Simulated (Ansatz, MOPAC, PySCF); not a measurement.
Stepwise substitution at one centre (Ga F-Cl). All species are isolated molecules in the gas phase. Strings in code marks are SMILES.

Quantity: vertical ionisation energy (energy after one electron is removed minus that of the parent at the parent's geometry), in eV.

Level 1: frozen-core CCSD(T)/cc-pVTZ // PBE-D3(BJ)/def2-TZVP (Ansatz, a first-principles code)
Level 2: minus the HOMO energy of B3LYP/6-31G* // PBE-D3(BJ)/def2-TZVP (PySCF)
Level 3: minus the HOMO energy of PM6 // PBE-D3(BJ)/def2-TZVP (MOPAC)
Level 4: minus the HOMO energy of PM7 // PBE-D3(BJ)/def2-TZVP (MOPAC)

```json
[
 {"species": "`[F][Ga]([Cl])[Cl]`", "level 1": "12.34", "level 2": "9.37", "level 3": "11.97", "level 4": "12.16"},
 {"species": "`[F][Ga]([F])[F]`", "level 1": "15.07", "level 2": "10.91", "level 3": "14.45", "level 4": "14.44"},
 {"species": "`[F][Ga]([F])[Cl]`", "level 1": "12.75", "level 2": "9.68", "level 3": "12.20", "level 4": "12.40"}
]
```
